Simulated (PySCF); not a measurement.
C6H11N2, charge +1, singlet, geometry from GFN2-xTB; B3LYP/STO-3G (PySCF).

PySCF was given this input:
```python
from pyscf import gto, scf, dft

mol = gto.M(
    atom='''
C    -2.68196185    0.99122374   -0.49554019
C    -2.09887692   -0.23485872    0.20020805
N    -0.66386583   -0.29450999    0.01786549
C    -0.02453510   -0.79709834   -1.07331337
C     1.31108648   -0.61086882   -0.88318533
N     1.46584888    0.00736899    0.32043521
C     2.72431158    0.38045671    0.90796329
C     0.25783260    0.19065932    0.84516364
H    -2.27351643    1.90736159   -0.07654291
H    -3.75875413    1.00280061   -0.35869870
H    -2.47302271    0.96907266   -1.56192062
H    -2.31058285   -0.20007830    1.27034659
H    -2.53345090   -1.14580533   -0.21616344
H    -0.54762011   -1.24869866   -1.89151947
H     2.14080897   -0.87225024   -1.50791342
H     3.26113630    1.05838696    0.24353508
H     2.55709078    0.87474933    1.86214129
H     3.34039658   -0.50519784    1.06829651
H     0.05649261    0.65256260    1.79255739
''',
    basis='sto-3g',
    charge=1,
    verbose=4,
)

mf = dft.RKS(mol)
mf.xc = 'b3lyp'
mf.DIIS = scf.EDIIS
mf.kernel()
```

What the program printed (banner, timings and long lists left out):

```
PySCF version 2.14.0

[INPUT] verbose = 4
[INPUT] num. atoms = 19
[INPUT] num. electrons = 60
[INPUT] charge = 1
[INPUT] spin (= nelec alpha-beta = 2S) = 0
[INPUT] symmetry False subgroup None
[INPUT] Mole.unit = angstrom
[INPUT] Symbol           X                Y                Z      unit          X                Y                Z       unit  Magmom
[...]
nuclear repulsion = 384.424856521049
number of shells = 35
number of NR pGTOs = 153
number of NR cGTOs = 51
basis = sto-3g
ecp = {}

******** <class 'pyscf.dft.rks.RKS'> ********
method = RKS
initial guess = minao
damping factor = 0
level_shift factor = 0
DIIS = <class 'pyscf.scf.diis.EDIIS'>
diis_start_cycle = 1
diis_space = 8
diis_damp = 0
SCF conv_tol = 1e-09
SCF conv_tol_grad = None
SCF max_cycles = 50
direct_scf = True
direct_scf_tol = 1e-13
XC library pyscf.dft.libxc version 7.1.2
    S. Lehtola, C. Steigemann, M. J. T. Oliveira, and M. A. L. Marques,  SoftwareX 7, 1–5 (2018)
XC functionals = b3lyp
    P. J. Stephens, F. J. Devlin, C. F. Chabalowski, and M. J. Frisch,  J. Phys. Chem. 98, 11623 (1994)
radial grids:
    Treutler-Ahlrichs [JCP 102, 346 (1995); DOI:10.1063/1.469408] (M4) radial grids

becke partition: Becke, JCP 88, 2547 (1988); DOI:10.1063/1.454033
pruning grids: <function nwchem_prune>
grids dens level: 3
symmetrized grids: False
atomic radii adjust function: <function treutler_atomic_radii_adjust>
small_rho_cutoff = 0
Set gradient conv threshold to 3.16228e-05
Initial guess from minao.
tot grids = 220400
init E= -342.065630576549
[...]
cycle= 1 E= -340.297515374173  delta_E= 1.77  |g|= 0.233  |ddm|= 5.71
[...]
cycle= 2 E= -340.294802187265  delta_E= 0.00271  |g|= 0.258  |ddm|= 0.741
[...]
cycle= 3 E= -340.317263852377  delta_E= -0.0225  |g|= 0.057  |ddm|= 0.458
[...]
cycle= 4 E= -340.317263851913  delta_E= 4.64e-10  |g|= 0.057  |ddm|= 2.05e-08
[...]
cycle= 5 E= -340.317263852675  delta_E= -7.62e-10  |g|= 0.057  |ddm|= 3.36e-08
[...]
cycle= 6 E= -340.317263852428  delta_E= 2.47e-10  |g|= 0.057  |ddm|= 1.1e-08
[...]
cycle= 7 E= -340.317263852509  delta_E= -8.09e-11  |g|= 0.057  |ddm|= 3.53e-09
[...]
cycle= 8 E= -340.317263852327  delta_E= 1.82e-10  |g|= 0.057  |ddm|= 7.97e-09
[...]
cycle= 9 E= -340.317263851577  delta_E= 7.49e-10  |g|= 0.057  |ddm|= 3.31e-08
[...]
cycle= 10 E= -340.316270514193  delta_E= 0.000993  |g|= 0.0783  |ddm|= 0.0787
[...]
cycle= 11 E= -340.315811574594  delta_E= 0.000459  |g|= 0.0859  |ddm|= 0.237
[...]
[...]
[...]
cycle= 23 E= -340.318384969475  delta_E= 1.98e-10  |g|= 0.0119  |ddm|= 1e-07
[...]
cycle= 24 E= -340.318384969886  delta_E= -4.11e-10  |g|= 0.0119  |ddm|= 5.78e-07
[...]
cycle= 25 E= -340.318384969142  delta_E= 7.45e-10  |g|= 0.0119  |ddm|= 4.4e-07
[...]
cycle= 26 E= -340.318384969244  delta_E= -1.03e-10  |g|= 0.0119  |ddm|= 1.89e-08
[...]
cycle= 27 E= -340.318366236913  delta_E= 1.87e-05  |g|= 0.0143  |ddm|= 0.00309
[...]
cycle= 28 E= -340.318313143925  delta_E= 5.31e-05  |g|= 0.0178  |ddm|= 0.0381
[...]
cycle= 29 E= -340.318374751262  delta_E= -6.16e-05  |g|= 0.0127  |ddm|= 0.0403
[...]
cycle= 30 E= -340.318422846249  delta_E= -4.81e-05  |g|= 0.00307  |ddm|= 0.0149
[...]
cycle= 31 E= -340.318422846288  delta_E= -3.89e-11  |g|= 0.00307  |ddm|= 3.44e-08
[...]
cycle= 32 E= -340.318422846122  delta_E= 1.66e-10  |g|= 0.00307  |ddm|= 1.2e-07
[...]
cycle= 33 E= -340.318422846338  delta_E= -2.15e-10  |g|= 0.00307  |ddm|= 1.78e-07
[...]
cycle= 34 E= -340.318422846397  delta_E= -5.89e-11  |g|= 0.00307  |ddm|= 4.33e-08
[...]
cycle= 35 E= -340.318422846261  delta_E= 1.36e-10  |g|= 0.00307  |ddm|= 1.67e-07
[...]
cycle= 36 E= -340.318389976423  delta_E= 3.29e-05  |g|= 0.011  |ddm|= 0.0115
[...]
cycle= 37 E= -340.318391221782  delta_E= -1.25e-06  |g|= 0.01  |ddm|= 0.0257
[...]
cycle= 38 E= -340.318408928852  delta_E= -1.77e-05  |g|= 0.0075  |ddm|= 0.0209
[...]
cycle= 39 E= -340.318424580419  delta_E= -1.57e-05  |g|= 0.00225  |ddm|= 0.00691
[...]
cycle= 40 E= -340.318424580552  delta_E= -1.33e-10  |g|= 0.00225  |ddm|= 7.49e-07
[...]
cycle= 41 E= -340.318424580403  delta_E= 1.49e-10  |g|= 0.00225  |ddm|= 5.2e-07
[...]
cycle= 42 E= -340.318424581413  delta_E= -1.01e-09  |g|= 0.00225  |ddm|= 1.34e-06
[...]
cycle= 43 E= -340.318424583592  delta_E= -2.18e-09  |g|= 0.00225  |ddm|= 2.29e-06
[...]
cycle= 44 E= -340.318424580364  delta_E= 3.23e-09  |g|= 0.00225  |ddm|= 3.13e-06
[...]
cycle= 45 E= -340.318404705833  delta_E= 1.99e-05  |g|= 0.00844  |ddm|= 0.0122
[...]
cycle= 46 E= -340.318414422067  delta_E= -9.72e-06  |g|= 0.00589  |ddm|= 0.0171
[...]
cycle= 47 E= -340.318420159989  delta_E= -5.74e-06  |g|= 0.00446  |ddm|= 0.0111
[...]
cycle= 48 E= -340.318424424588  delta_E= -4.26e-06  |g|= 0.00239  |ddm|= 0.00301
[...]
cycle= 49 E= -340.318424423485  delta_E= 1.1e-09  |g|= 0.00239  |ddm|= 7.26e-06
[...]
cycle= 50 E= -340.318424424806  delta_E= -1.32e-09  |g|= 0.00239  |ddm|= 6.29e-06
SCF not converged.
SCF energy = -340.318424424806
```

Convergence was not reached.
